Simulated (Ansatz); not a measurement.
Species: ZnCl2, charge 0, multiplicity 1. SMILES: [Cl][Zn][Cl]
Geometry from a B3LYP-D3(BJ)/def2-TZVP (Ansatz, a program for electronic structure) optimisation:
```
Zn
Cl 1 2.0983
Cl 1 2.0983 2 180.00
```

Property: atomisation energy (electronic, to ground-state atoms), in kcal/mol. Valence correlation only, unless marked. UHF or UKS for open shells. Spin-orbit coupling is left out. Frozen are the shells of the preceding noble gas and the d and f shells that filled before the atom's block. Non-relativistic. The coupled-cluster limit lacks core correlation, which all-electron functionals hold. Basis-set limits of correlation are two-point, X^-3; Hartree-Fock from the larger set. [CCSD(T)-MP2]/basis is that difference in the basis named.

```tsv
level	program	atomisation energy (kcal/mol)
HF/6-31G	Ansatz	112.0
HF/def2-TZVPP	Ansatz	120.8
revPBE-D3(BJ)/def2-TZVPD	Ansatz + dftd3	148.3
revPBE-D4/def2-TZVPD	Ansatz + dftd4	148.5
B97M-V/def2-TZVPD	Ansatz	156.2
PBE0-D3(BJ)/def2-TZVPD	Ansatz + dftd3	155.9
BHLYP-D4/def2-TZVPD	Ansatz + dftd4	145.8
LC-wPBE/def2-TZVPD	Ansatz	159.1
wB97X-V/def2-TZVPD	Ansatz	158.3
B2GP-PLYP-D3(BJ)/def2-TZVPD	Ansatz + dftd3	154.1
RI-MP2/CBS(def2-TZVPP,def2-QZVPP)	Ansatz	167.9
CCSD/6-31G	Ansatz	125.1
CCSD/def2-TZVPPD	Ansatz	145.8
RI-MP2/CBS(def2-TZVPP,def2-QZVPP)+[CCSD(T)-MP2]/def2-SVP	Ansatz	156.9
RI-MP2/CBS(def2-TZVPPD,def2-QZVPPD)+[CCSD(T)-MP2]/def2-TZVPPD	Ansatz	156.4
```
